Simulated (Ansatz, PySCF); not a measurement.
This triplet is an excited state, 1.09 eV above the relaxed singlet at the level B3LYP/cc-pVTZ // PBE0-D3(BJ)/def2-TZVP (Ansatz, a quantum-chemistry and plane-wave program).

```xyz
4

N      1.9529    -0.2361     0.0224
C      0.8401     0.0150    -0.1844
Si    -0.8546     0.4882    -0.5784
H     -1.9384    -0.2671     0.0935
```

Charge 0, multiplicity 3.

Question: Give the Mulliken and meta-Löwdin atomic charges from PBE-D3(BJ)/def2-TZVP // PBE0-D3(BJ)/def2-TZVP in PySCF.

Answer: 
```tsv
atom	Mulliken (e)	meta-Löwdin (e)
N1	0.01	-0.15
C2	-0.17	-0.13
Si3	0.09	0.29
H4	0.07	0.00
```
